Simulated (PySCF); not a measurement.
Several molecules and their computed UV-vis stick spectra, shuffled. Level of theory: TDDFT B3LYP/def2-SVPD, vertical, gas phase, core orbitals frozen in the response in PySCF 2.14.0, density-fitted response routines. Geometries: PBE0-D3(BJ)/def2-SVP; one conformer of each isolated species. Triplets are in the Tamm–Dancoff approximation. Relativistic effects are left out although some hold elements past zinc.

A. `C=C(C)[Si@H]1CC[SiH2]O1`
B. `[Br][GeH2][C]#C`
C. `CC(C)O[SiH2]C#C[SiH3]`
D. `C=C(C)[C@H]1C[SiH2]O[SiH2]1`
E. `p12p3p1p23`

Lowest singlet levels (six at most, fewer where fewer were computed) with oscillator strengths:

1. 6.41 eV (f 0.011); 6.50 eV (f 0.044); 6.55 eV (f 0.130); 6.75 eV (f 0.010); 6.92 eV (f 0.003); 7.04 eV (f 0.097); T1 4.22 eV
2. 5.52 eV (f 0.003); 5.63 eV (f 0.027); 5.70 eV (f 0.006); 6.01 eV (f 0.020); 6.22 eV (f 0.000); 6.79 eV (f 0.011); T1 4.79 eV
3. 5.20 eV (f 0.000 summed over 3 states); 5.47 eV (f 0.000 summed over 3 states); 5.59 eV (f 0.018 summed over 3 states) [of 10 roots; the last level is left out, as the window may have cut its degenerate partner]; T1 4.59 eV
4. 5.34 eV (f 0.000); 5.59 eV (f 0.004); 5.69 eV (f 0.001); 6.04 eV (f 0.012); 6.43 eV (f 0.009); 6.68 eV (f 0.064); T1 4.51 eV
5. 5.88 eV (f 0.006); 6.13 eV (f 0.008); 6.37 eV (f 0.062); 6.48 eV (f 0.217); 6.96 eV (f 0.021); 7.00 eV (f 0.001); T1 4.27 eV

**Question.** Which spectrum belongs to which structure?

**Answer.** 1 = A, 2 = B, 3 = E, 4 = C, 5 = D.
- A: S1 at 6.41 eV, HOMO-1→LUMO (61%), HOMO-2→LUMO (23%); Löwdin shares by element: HOMO carbon 70% or more, silicon 6% or more (atoms not listed hold the other 24%); LUMO carbon 65% or more, silicon 8% or more, hydrogen 6% or more (atoms not listed hold the other 22%); HOMO -7.21 and LUMO -0.40 eV.
- B: S1 at 5.52 eV, HOMO→LUMO (76%), HOMO-2→LUMO (20%); Löwdin shares by element: HOMO (one of a set within 0.03 eV) bromine 72%, germanium 11%, hydrogen 9% or more; LUMO carbon 30%, bromine 30%, germanium 27%; HOMO -8.04 and LUMO -1.42 eV; point group Cs, 1 of its 6 listed states under f = 0.0005.
- C: S1 at 5.34 eV, HOMO-1→LUMO (50%), HOMO→LUMO (40%); Löwdin shares by element: HOMO carbon 47% or more, oxygen 20%, silicon 7% or more (atoms not listed hold the other 26%); LUMO carbon 52% or more, silicon 27% (atoms not listed hold the other 21%); HOMO -7.85 and LUMO -1.09 eV.
- D: S1 at 5.88 eV, HOMO→LUMO (80%), HOMO→LUMO+1 (18%); Löwdin shares by element: HOMO carbon 72% or more, silicon 6% or more (atoms not listed hold the other 22%); LUMO silicon 37%, oxygen 12%, hydrogen 7% or more (atoms not listed hold the other 45%); HOMO -6.77 and LUMO -0.10 eV.
- E: S1 at 5.20 eV, HOMO-1/HOMO→LUMO/LUMO+1/LUMO+2 (≥92%); HOMO -7.36 and LUMO -0.89 eV; point group Td, 6 of its 9 listed states under f = 0.0005.
C and E have S1 within 0.15 eV of each other; their strongest listed levels stand at 6.68 eV (f 0.064) and 5.59 eV (f 0.018).

A slash joins orbitals within 0.01 eV of each other, whose weights are summed (≥ marks a lower bound).
